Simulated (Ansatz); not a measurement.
`N#C[SiH2]P` + H₂S → `PS` + `N#C[SiH3]` at 700 K and 1 bar (cleavage of the P–Si bond).

Gas-phase electronic energies from Ansatz, PBE0-D4/def2-TZVP geometries. CCSD(T)/CBS is the MP2 limit (def2-TZVPP, def2-QZVPP) plus CCSD(T) − MP2 in def2-TZVPP, frozen cores. This one scheme is used for every species. One conformer a species, not always the lowest.

| species | CCSD(T)/CBS energy (Eh) | H − E (kJ/mol) | S (J/(mol·K)) |
| --- | --- | --- | --- |
| `N#C[SiH2]P` | -725.16307 | 180.1 | 426.7 |
| H₂S | -398.97279 | 64.8 | 236.9 |
| `PS` | -740.51379 | 110.9 | 323.0 |
| `N#C[SiH3]` | -383.61554 | 133.4 | 333.7 |

H − E and S are ideal-gas, rigid-rotor, harmonic terms from PBE0-D4/def2-TZVP, for one conformer and one mirror image of each species. 1 Eh = 2625.50 kJ/mol, R = 8.31446 J/(mol·K).

Q: By hand: ΔE, ΔH, ΔS and ΔG.

A: ΔE = (-740.51379) + (-383.61554) − (-725.16307) − (-398.97279) = 0.00653 Eh = 17.1 kJ/mol. Δ(H − E) = 110.9 + 133.4 − 180.1 − 64.8 = -0.6, so ΔH = 16.5 kJ/mol. ΔS = 323.0 + 333.7 − 426.7 − 236.9 = -6.9 J/(mol·K). ΔG = 16.5 − 700 × (-6.9)/1000 = 21.3 kJ/mol.

Q: By hand: the equilibrium constant, and the temperature at which ΔG would vanish if ΔH and ΔS stayed fixed.

A: log₁₀ K = −ΔG/(RT ln 10) = -1.6. ΔH and −TΔS have one sign here, so there is no such temperature.

The number of gas molecules stays the same, so ΔS is small and ΔH decides. A doubt of 5 kJ/mol in ΔE shifts log₁₀ K by 0.4 here. Other conformers and mirror images would add mixing entropy, several J/(mol·K) or more a flexible species. These are equilibria of isolated gas molecules and say nothing of rates. Largest T1 diagnostic: 0.014 (customary marks: 0.02 for closed shells, 0.045 for open ones).

ΔS is within the doubt of such terms, so its sign, and with it that verdict, could turn.
